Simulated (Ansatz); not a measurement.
A geometry relaxed with Ansatz (a quantum-chemistry and plane-wave program) with B3LYP-D3(BJ)/def2-TZVP, charge 0, multiplicity 1:

```xyz
10

N     -0.6617     1.6384    -0.0255
H      2.4417     0.4894     0.2613
N      1.7571    -0.2460     0.1948
Al     0.0009    -0.0001     0.1335
H     -2.0910    -1.3538     0.0908
H      2.2162    -1.1417     0.1694
H     -0.1183     2.4676    -0.2012
H     -0.8129    -2.3371     0.4366
H     -1.6375     1.8758     0.0468
N     -1.0947    -1.3925     0.2311
```

### Question
Write the SMILES of this molecule.

### Answer
`[NH2][Al]([NH2])[NH2]`
